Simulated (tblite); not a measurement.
Run record: tight-binding relaxation, `CC(C)[O][GeH2]/[CH]=C\Cl`.

Computed with GFN2-xTB geometry optimisation, gas phase (tblite 0.8.0). Start geometry: from a force field or distance geometry. A driver script takes a list of jobs; this job's settings line and coordinates (Å) are shown.

Command:
```bash
OMP_NUM_THREADS=1 python probes_run.py task.json out
```

Input:
```
{"job": {"kind": "relax", "xc": "GFN2-xTB", "basis": "xTB"}, "charge": 0, "multiplicity": 1}
C     -2.093100     0.057200    -1.497800
C     -1.352500    -0.023500    -0.186800
C     -2.289400     0.418400     0.914100
O     -0.176800     0.730900    -0.236100
Ge     1.254300    -0.316900     0.016400
C      2.756600     0.641100     0.716800
C      3.856300    -0.076100     0.972900
Cl     3.746700    -1.797200     0.625100
H     -1.706900    -0.698900    -2.235600
H     -2.065000     1.090800    -1.917700
H     -3.164100    -0.229400    -1.311300
H     -1.114400    -1.120000     0.003200
H     -2.287900     1.524200     1.018000
H     -2.096100    -0.052600     1.892700
H     -3.333000     0.137000     0.575500
H      0.845300    -1.418000     1.030300
H      1.722900    -0.947400    -1.338900
H      2.727700     1.719700     0.905900
H      4.759500     0.370000     1.385600
```

Problem. Estimate the output.

Solution. 
```
step      E/eV     max force
  0    -729.80160    1.707
  1    -729.99175    0.947
  2    -730.07335    0.659
  3    -730.11968    0.573
  4    -730.16365    0.435
  5    -730.19103    0.452
  6    -730.21846    0.390
  7    -730.24513    0.424
  8    -730.26898    0.384
  9    -730.28867    0.312
... (163 lines left out)
173    -730.53198    0.011
174    -730.53201    0.011
175    -730.53204    0.012
176    -730.53207    0.011
177    -730.53210    0.010
178    -730.53212    0.014
179    -730.53215    0.014
180    -730.53218    0.011
181    -730.53221    0.010
182    -730.53223    0.009
```

«max force» is the largest atomic force in eV/Å.

Problem. From which step on does the largest force stay under 0.1 eV/Å, and how much energy is left to gain from there?

Solution. From step 138 (0.074 eV/Å), 6.9 meV above the end.

Main results: energy lowered by 16.8 kcal/mol over 182 steps; largest atomic force 0.009 eV/Å at the end.

Hardware: one thread, Arm Neoverse N1 (aarch64), no GPU, shared host with 64 logical CPUs at a one-minute load of 49. Cost: 2.5 s.
Labels such as C1 count atoms from 1, the log's own numbers from 0.
